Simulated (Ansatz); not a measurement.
Isomers of C₃H₅BO, relaxed with PBE0-D4/def2-TZVP in Ansatz; electronic energies, one conformer each and not always the lowest. Functionals use def2-TZVPP; CBS adds triple-zeta CCSD(T) − MP2 to the MP2 limit of def2-TZVPP and def2-QZVPP.

(1) Order them by energy at frozen-core CCSD(T)/CBS, lowest first. (Estimate.)
A. `BC1=CCO1`
B. `OC1BC=C1`
C. `O=C1CBC1`
D. `BC1OC1=C`
E. `CC#CBO`
F. `C=C1CBO1`

(2) How do B3LYP, B3LYP-D4, PBE0-D4, B2PLYP place them (kJ/mol, against `CC#CBO`)? (Best estimate.)

Results:

(1) E (0.0 kJ/mol), F (40.5 kJ/mol), C (138.3 kJ/mol), B (191.7 kJ/mol), A (261.0 kJ/mol), D (292.2 kJ/mol).

(2) Computed: 
```csv
isomer,B3LYP,B3LYP-D4,PBE0-D4,B2PLYP
`OC1BC=C1`,206.3,201.6,167.2,206.6
`BC1=CCO1`,262.4,257.9,238.5,267.3
`O=C1CBC1`,142.4,137.0,106.3,144.4
`BC1OC1=C`,285.1,281.0,264.0,292.7
`C=C1CBO1`,47.0,42.2,19.4,49.3
```

B3LYP here is the variant with VWN-RPA as its local correlation; programs differ in this.
